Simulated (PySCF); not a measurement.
PySCF 2.14 output of an unrestricted B2PLYP calculation on a single atom or ion in aug-cc-pwCVTZ-DK (10s9p7d4f3g, 127 functions), with scalar relativity by spin-free X2C-1e:

```
SCF conv_tol = 1e-09
number electrons alpha = 16  beta = 14
    A. D. Becke.,  Phys. Rev. A 38, 3098 (1988)
    C. Lee, W. Yang, and R. G. Parr.,  Phys. Rev. B 37, 785 (1988)
    B. Miehlich, A. Savin, H. Stoll, and H. Preuss.,  Chem. Phys. Lett. 157, 200 (1989)
cycle= 1 E= -1794.98314987707  delta_E= -0.011  |g|= 0.0524  |ddm|= 0.306
cycle= 2 E= -1794.98317469776  delta_E= -2.48e-05  |g|= 0.0593  |ddm|= 0.151
cycle= 3 E= -1794.98353088935  delta_E= -0.000356  |g|= 0.00327  |ddm|= 0.0363
cycle= 4 E= -1794.98353411387  delta_E= -3.22e-06  |g|= 0.000994  |ddm|= 0.042
cycle= 5 E= -1794.98353469407  delta_E= -5.8e-07  |g|= 9.79e-05  |ddm|= 0.0209
cycle= 6 E= -1794.98353475294  delta_E= -5.89e-08  |g|= 2.14e-05  |ddm|= 0.00851
cycle= 7 E= -1794.98353475556  delta_E= -2.62e-09  |g|= 3.61e-06  |ddm|= 0.00194
cycle= 8 E= -1794.98353475732  delta_E= -1.76e-09  |g|= 2.26e-05  |ddm|= 0.000192
cycle= 9 E= -1794.98353475559  delta_E= 1.74e-09  |g|= 1.21e-06  |ddm|= 0.000135
cycle= 10 E= -1794.98353475559  delta_E= -9.09e-13  |g|= 1.23e-07  |ddm|= 1.56e-05
converged SCF energy = -1794.98353475559  <S^2> = 2.0009865  2S+1 = 3.0006576
```

The run itself started from symmetry-adapted Hartree-Fock orbitals and held the occupation by maximum overlap, on a logarithmic radial grid, so the iterations belong to that start.

**Question.** Which element, charge and spin multiplicity is this?

**Answer.** Zn (zinc, neutral), multiplicity 3; the state was [Ar] 3d9 4s2 5s1, high-spin 3D determinant (an excited configuration). The SCF energy lacks the PT2 part of the double hybrid.

The outer electron is Rydberg-like, and this basis confines it to a smaller radius and binds it less than a complete one would.
